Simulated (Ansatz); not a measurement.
```yaml
crystal:
  periodic: [false, false, false]
  atoms:
    - {symbol: C, position_ang: [-0.115308, 1.573759, -0.760560]}
    - {symbol: C, position_ang: [-0.468354, 1.557118, 0.062987]}
    - {symbol: N, position_ang: [-0.470252, 0.630161, 0.450360]}
    - {symbol: Si, position_ang: [-1.109259, 0.282980, 1.375376]}
    - {symbol: C, position_ang: [0.073672, -0.077317, 0.013296]}
    - {symbol: C, position_ang: [-0.335170, -0.930636, -0.200582]}
    - {symbol: C, position_ang: [0.163758, -1.448601, -0.509014]}
    - {symbol: C, position_ang: [1.267983, -1.685625, -0.690104]}
    - {symbol: C, position_ang: [1.373322, -0.652188, -0.403380]}
    - {symbol: C, position_ang: [0.949289, -0.117935, -0.016823]}
    - {symbol: H, position_ang: [-0.151722, 2.028304, -1.029542]}
    - {symbol: H, position_ang: [0.335973, 1.126235, -1.199449]}
    - {symbol: H, position_ang: [-0.768728, 1.654532, 0.444085]}
    - {symbol: H, position_ang: [-1.839763, -0.042335, 0.856319]}
    - {symbol: H, position_ang: [-1.217802, 1.270672, 1.790939]}
    - {symbol: H, position_ang: [-0.765277, -0.318460, 1.623047]}
    - {symbol: H, position_ang: [-1.038057, -1.070605, -0.225351]}
    - {symbol: H, position_ang: [-0.145247, -2.385717, -0.628952]}
    - {symbol: H, position_ang: [1.382422, -2.077439, -0.827669]}
    - {symbol: H, position_ang: [2.071386, -0.540597, -0.341561]}
    - {symbol: H, position_ang: [1.288371, 0.517082, 0.181914]}
basis:
  gaussian: {orbitals: def2-TZVP, fitting: {mean_field: cc-pVTZ-jkfit}}
total_charge: 1
magnetization: {spin_polarized: true, initial_magnetization: 1}
hamiltonian: {xc: {name: B2GP-PLYP}, pseudopotentials: {relativity: none}}
output: {forces: true}
```

```sh
$ ansatz run in.yaml --threads 4 --pin off --events-out ev --progress --plain --max-ram 46080MiB --backend cuda --devices 0, --max-vram 37GiB
```

It prints (some lines left out):

```
Functional definition: B2GP-PLYP
1162 factors; integrals over basis functions are off by at most 3.5e-1 eV
mean field evaluation 1: about -17430.4187 eV, gradient 1.6e2 eV
mean field evaluation 2: about -17430.4202 eV, gradient 1.6e2 eV
mean field evaluation 4: about -17499.4700 eV, gradient 4.7e1 eV
mean field evaluation 8: about -17510.0523 eV, gradient 1.9e0 eV
mean field evaluation 16: about -17510.1513 eV, gradient 1.0e-2 eV
mean field -17510.15134640 eV, -643.4861931734 hartree, gradient 9.0e-6 eV, S^2 0.757225; 2 other end points of the search recorded, 0 dependent functions left out
14 core orbitals not correlated: weight in the atoms' cores, before any rotation towards them, 0.998 or more for the frozen orbitals, at most 0.000 for the correlated occupied ones
reference -17510.15148164 eV, -643.4861981432 hartree; 26, 25 occupied and 342, 343 virtual orbitals, 1162 factors
second order -49.40292039 eV of doubles, -0.00000000 eV of singles
Total energy: -17527.93653298 eV, -644.1397867249 hartree
Atom 0 at    -0.115308     1.573759    -0.760560 Å, force    30.620805   -77.538028   -12.004729 eV/Å
Atom 1 at    -0.468354     1.557118     0.062987 Å, force    58.655666    -0.186964   -57.362769 eV/Å
Atom 2 at    -0.470252     0.630161     0.450360 Å, force    10.994213     6.918021    -3.930616 eV/Å
Atom 3 at    -1.109259     0.282980     1.375376 Å, force   -55.904979    51.886805    34.266351 eV/Å
Atom 4 at     0.073672    -0.077317     0.013296 Å, force   -56.933479    23.152995     4.398571 eV/Å
Atom 5 at    -0.335170    -0.930636    -0.200582 Å, force  -109.902675    65.398675    50.166079 eV/Å
Atom 6 at     0.163758    -1.448601    -0.509014 Å, force    87.929816  -132.703015   -70.311702 eV/Å
Atom 7 at     1.267983    -1.685625    -0.690104 Å, force   -55.876538   195.252627    66.677217 eV/Å
Atom 8 at     1.373322    -0.652188    -0.403380 Å, force    79.035623  -101.230564   -79.257557 eV/Å
Atom 9 at     0.949289    -0.117935    -0.016823 Å, force     4.980029   103.728910    73.461839 eV/Å
Atom 10 at    -0.151722     2.028304    -1.029542 Å, force    -8.156409   113.805235   -69.006348 eV/Å
Atom 11 at     0.335973     1.126235    -1.199449 Å, force    14.784652   -16.349392   -15.561444 eV/Å
Atom 12 at    -0.768728     1.654532     0.444085 Å, force   -98.812244    48.865709   120.630976 eV/Å
Atom 13 at    -1.839763    -0.042335     0.856319 Å, force   -30.184630   -12.714313   -17.136870 eV/Å
Atom 14 at    -1.217802     1.270672     1.790939 Å, force    -3.328417    17.011153    10.368708 eV/Å
Atom 15 at    -0.765277    -0.318460     1.623047 Å, force    44.200001   -78.488929    35.762588 eV/Å
Atom 16 at    -1.038057    -1.070605    -0.225351 Å, force   -39.562333    -6.364169     0.166693 eV/Å
Atom 17 at    -0.145247    -2.385717    -0.628952 Å, force    -2.607618    -6.431086    -2.004703 eV/Å
Atom 18 at     1.382422    -2.077439    -0.827669 Å, force    71.148131  -228.234306   -80.886304 eV/Å
Atom 19 at     2.071386    -0.540597    -0.341561 Å, force    43.851843     5.889876     1.247424 eV/Å
Atom 20 at     1.288371     0.517082     0.181914 Å, force    15.068543    28.330760    10.316595 eV/Å
Dipole moment:     0.393223    -0.417289    -0.055344 e Å
```

Question: What is wrong with this run?

Answer: The geometry is squeezed to about two thirds of its size. The calculation finished and met its thresholds. The result belongs to that input, not to the molecule as meant.
